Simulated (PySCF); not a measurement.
# Correlation energy of Cd+ (cadmium, charge +1)

Starting occupation: [Kr] 4d10 5s1, 5s1/2 with m_j = +1/2. All numbers are calculated (PySCF 2.14, X2C-1e with screened-nucleus spin-orbit coupling, Gaussian nucleus, in x2c-QZVPPall-2c (13s12p9d4f2g, 140 functions)). Frozen: [Ar] 3d10; 19 electrons correlated; the 34 highest virtual spinors left out.

MP2 pair energies summed by pair of shells (mhartree):

```
       pair   energy  share (%)
4d3/2-4d5/2  -182.36       24.8
4d5/2-4d5/2  -129.61       17.6
4d5/2-4p3/2   -75.90       10.3
4d3/2-4d3/2   -56.37        7.7
4d3/2-4p3/2   -50.90        6.9
4d5/2-4p1/2   -37.13        5.1
4d5/2-5s1/2   -28.61        3.9
4d3/2-4p1/2   -25.42        3.5
4d5/2-4s1/2   -23.84        3.2
4p3/2-4p3/2   -23.81        3.2
4p1/2-4p3/2   -22.97        3.1
4p3/2-4s1/2   -18.19        2.5
4d3/2-5s1/2   -17.84        2.4
4d3/2-4s1/2   -16.10        2.2
4p1/2-4s1/2    -9.26        1.3
4p1/2-4p1/2    -6.32        0.9
4s1/2-4s1/2    -4.57        0.6
4p3/2-5s1/2    -3.44        0.5
4p1/2-5s1/2    -1.54        0.2
4s1/2-5s1/2    -0.57        0.1
```

Total MP2 correlation energy: -734.75 mhartree.

This basis was not built for core-valence correlation, so the inner-shell part is incomplete.
